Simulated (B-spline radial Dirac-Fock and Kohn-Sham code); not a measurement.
X-ray form factors of mercury in several charge states

Model: configuration-average Dirac-Fock orbitals. Program: a radial atomic solver.

Configurations: Hg¹²⁺ [Xe] 4f14; Hg¹³⁺ [Kr] 4d10 4f14 5s2 5p5; Hg¹⁵⁺ [Kr] 4d10 4f14 5s2 5p3; Hg¹⁶⁺ [Kr] 4d10 4f14 5s2 5p2; Hg²¹⁺ [Kr] 4d10 4f13. The first column is f₀ of Hg¹²⁺, the others are differences from it.

| s (Å⁻¹) | Hg¹²⁺ | Δ Hg¹³⁺ | Δ Hg¹⁵⁺ | Δ Hg¹⁶⁺ | Δ Hg²¹⁺ |
| --- | --- | --- | --- | --- | --- |
| 0 | 68.000 | -1.000 | -3.000 | -4.000 | -9.000 |
| 0.05 | 67.706 | -0.978 | -2.936 | -3.917 | -8.843 |
| 0.1 | 66.841 | -0.914 | -2.752 | -3.676 | -8.385 |
| 0.15 | 65.452 | -0.814 | -2.465 | -3.300 | -7.666 |
| 0.2 | 63.613 | -0.689 | -2.102 | -2.824 | -6.744 |
| 0.25 | 61.415 | -0.550 | -1.696 | -2.290 | -5.692 |
| 0.3 | 58.956 | -0.409 | -1.280 | -1.741 | -4.585 |
| 0.35 | 56.336 | -0.276 | -0.884 | -1.215 | -3.494 |
| 0.4 | 53.642 | -0.160 | -0.532 | -0.744 | -2.479 |
| 0.45 | 50.950 | -0.064 | -0.238 | -0.348 | -1.587 |
| 0.5 | 48.319 | +0.008 | -0.012 | -0.040 | -0.845 |
| 0.6 | 43.389 | +0.086 | +0.246 | +0.318 | +0.158 |
| 0.7 | 39.011 | +0.097 | +0.296 | +0.397 | +0.585 |
| 0.8 | 35.188 | +0.071 | +0.227 | +0.312 | +0.613 |
| 0.9 | 31.858 | +0.035 | +0.119 | +0.169 | +0.433 |
| 1 | 28.950 | +0.004 | +0.021 | +0.035 | +0.197 |
| 1.1 | 26.409 | -0.016 | -0.045 | -0.058 | -0.006 |
| 1.2 | 24.200 | -0.025 | -0.077 | -0.104 | -0.138 |
| 1.4 | 20.667 | -0.022 | -0.072 | -0.100 | -0.201 |
| 1.6 | 18.127 | -0.010 | -0.034 | -0.049 | -0.121 |

Values without a named source are computed, but for edge energies of neutral atoms, which are taken from tables.
